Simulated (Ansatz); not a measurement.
Reactions of CH$_{3}$ClMoO$_{2}$S (`C[O][Mo](=[O])(=[S])[Cl]`).

Calculated with Ansatz (gas phase, PBE0-D4/def2-TZVP geometries, no zero-point term in ΔE). CCSD(T)/CBS adds triple-zeta CCSD(T) − MP2 to the extrapolated MP2 energy (def2 sets, frozen cores). This one scheme is used for every species. DFT in def2-TZVPP. Triplets are unrestricted, without spin–orbit coupling. Elements past krypton have def2 core potentials. For Ge, In, Mo, W outer-core shells are correlated without core-valence functions, which leaves a few kJ/mol of doubt a bond. Scalar relativity is left out up to krypton. Each species was taken in one conformer, which may not be the lowest.

```csv
reaction,r2SCAN-D4 (kcal/mol),PBE-D4 (kcal/mol),CCSD(T)/CBS(def2) (kcal/mol)
`C[O][Mo](=[O])(=[S])[Cl]` + H–F → `[O]=[Mo]([F])(=[S])[Cl]` + CH₃OH,-0.7,-0.3,2.3
`C[O][Mo](=[O])(=[S])[Cl]` + `C[O][GeH]([SH])[Cl]` → `[O]=[Mo](=[S])([Cl])[Cl]` + `C[O][GeH]([SH])[O]C`,7.7,8.2,5.5
`C[O][Mo](=[O])(=[S])[Cl]` + H₂O → `C[O][Mo](=[O])([OH])=[S]` + HCl,8.5,8.8,11.2
`C[O][Mo](=[O])(=[S])[Cl]` + `[CH3][In]([F])[F]` → `C[O][Mo](=[O])([F])=[S]` + `[CH3][In]([F])[Cl]`,-11.7,-10.5,-8.8
`C[O][Mo](=[O])(=[S])[Cl]` + H–F → `C[O][Mo](=[O])([F])=[S]` + HCl,1.1,1.9,5.2
`C[O][Mo](=[O])(=[S])[Cl]` + `[O]=[W]([OH])([F])=[S]` → `[O]=[Mo]([OH])(=[S])[Cl]` + `C[O][W](=[O])([F])=[S]`,0.6,0.6,0.6
`C[O][Mo](=[O])(=[S])[Cl]` → `[CH2]` (triplet) + `[O]=[Mo]([OH])(=[S])[Cl]`,89.9,97.0,95.0
```

Largest T1 diagnostic: 0.024, for `[O]=[Mo]([OH])(=[S])[Cl]`.
